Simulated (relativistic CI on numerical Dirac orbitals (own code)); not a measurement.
## Ta XLV: sensitivity of the levels to the model

Base calculation: Dirac-Coulomb-Breit CI, separate exchange-only KLI orbitals for each configuration, model QED (radiative potential, 1s self-energy scaled to tabulated hydrogen-like ionisation energies), unscaled Slater integrals.

CI space (outside the closed core [Ar]): 3d10 4s, 3d10 4p, 3d10 4d, 3d10 4f, 3d10 5s, 3d10 5p, 3d10 5d, 3d10 5f, 3d10 5g, 3d9 4p2, 3d10 6s, 3d10 6p, 3d10 6d, 3d8 4s 4p2, 3d9 4s2, 3d9 4p 4d. Levels of other configurations are missing.

Variants: (1) QED terms removed; (2) one mean potential for all configurations. Shifts of the energy above 3d10 4s 2S_1/2, in eV, for the lowest level and the first level of each name with at least 55 % of one term (blank where a level changes its place among those of its configuration and J or its character, or is not in the variant):

```
          Level     Base   Δ(1)   Δ(2)
 3d10 4s 2S_1/2     0.00   0.00   0.00
3d10 4p 2P°_1/2    95.21  +1.28  +0.04
3d10 4p 2P°_3/2   189.40  +1.17  +0.04
 3d10 4d 2D_3/2   336.74  +1.40  +0.03
 3d10 4d 2D_5/2   356.74  +1.35  +0.03
3d10 4f 2F°_5/2   514.31  +1.38  -0.09
3d10 4f 2F°_7/2   519.25  +1.36  -0.09
 3d10 5s 2S_1/2   928.46  +0.71  -0.10
3d10 5p 2P°_1/2   974.58  +1.31  -0.08
3d10 5p 2P°_3/2  1018.77  +1.26  -0.08
 3d10 5d 2D_3/2  1088.99  +1.36  -0.09
 3d10 5d 2D_5/2  1098.66  +1.34  -0.09
3d10 5f 2F°_5/2  1168.49  +1.36  -0.12
3d10 5f 2F°_7/2  1171.38  +1.35  -0.12
```

At this charge energies of transitions that change n are usually good to better than 1 %, and those within a shell (Δn = 0) to a few per cent.

Ionisation energy from the two ground configurations alone: base 2314.84 eV; QED terms removed 2316.19 eV. The NIST ASD value (semi-empirical) is 2314.7 eV.

LS names give the leading component of a level, which can be under half, so a name can repeat, a term be missing and a line seem to break the LS rules.
